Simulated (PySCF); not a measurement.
## Fractional electron number in Sn+ (tin, charge +1)

The 5p alpha orbital of [Kr] 4d10 5s2 5p1 is emptied in steps (occupation f), with all orbitals relaxed, ending at [Kr] 4d10 5s2. All numbers are calculated (PySCF 2.14, scalar relativity through the core potential, in def2-TZVP with the def2 core potential (28 electrons)). The exact energy is a straight line in f; departures are measured from the line between the end points of the same method.

```tsv
f	UHF (eV)	LDA (eV)	PBE (eV)	PBE0 (eV)	r2SCAN (eV)	LC-wPBE (eV)	BHandHLYP (eV)	wB97X (eV)	r2SCAN0 (eV)	B3LYP (eV)
1	0.000	0.000	0.000	0.000	0.000	0.000	0.000	0.000	0.000	0.000
0.9	0.026	-0.335	-0.325	-0.237	-0.308	-0.016	-0.161	-0.047	-0.227	-0.266
0.7	0.059	-0.785	-0.758	-0.552	-0.712	-0.035	-0.377	-0.113	-0.524	-0.621
0.5	0.070	-0.937	-0.902	-0.654	-0.838	-0.037	-0.449	-0.138	-0.615	-0.740
0.3	0.058	-0.787	-0.757	-0.546	-0.690	-0.027	-0.377	-0.119	-0.505	-0.621
0.1	0.025	-0.337	-0.323	-0.233	-0.285	-0.009	-0.162	-0.053	-0.207	-0.266
0	0.000	0.000	0.000	0.000	0.000	0.000	0.000	0.000	0.000	0.000
```

```
   method  E(f=0) − E(f=1) (eV)  −ε at f=1 (eV)  −ε at f=0.5 (eV)
      UHF                13.750          14.038            13.746
      LDA                14.402          10.683            14.396
      PBE                14.221          10.618            14.224
     PBE0                14.259          11.624            14.274
   r2SCAN                14.375          10.949            14.439
  LC-wPBE                14.382          14.194            14.406
BHandHLYP                14.215          12.422            14.215
    wB97X                14.137          13.618            14.117
  r2SCAN0                14.394          11.862            14.450
    B3LYP                14.320          11.371            14.319
```

Orbital energy along the path (eV):

```tsv
f	UHF	LDA	PBE	PBE0	r2SCAN	LC-wPBE	BHandHLYP	wB97X	r2SCAN0	B3LYP
1	-14.038	-10.683	-10.618	-11.624	-10.949	-14.194	-12.422	-13.618	-11.862	-11.371
0.9	-13.978	-11.414	-11.333	-12.155	-11.650	-14.243	-12.780	-13.712	-12.385	-11.955
0.7	-13.860	-12.896	-12.775	-13.217	-13.052	-14.332	-13.497	-13.907	-13.426	-13.133
0.5	-13.746	-14.396	-14.224	-14.274	-14.439	-14.406	-14.215	-14.117	-14.450	-14.319
0.3	-13.637	-15.904	-15.670	-15.317	-15.780	-14.458	-14.933	-14.346	-15.432	-15.506
0.1	-13.531	-17.400	-17.101	-16.335	-16.983	-14.474	-15.651	-14.599	-16.300	-16.685
0	-13.480	-18.134	-17.805	-16.830	-17.415	-14.464	-16.014	-14.726	-16.592	-17.270
```

Reference removal energy between the ground levels: 14.633 eV (measured; NIST Atomic Spectra Database, ionization energies). The calculation has no spin-orbit coupling. UHF lacks correlation.
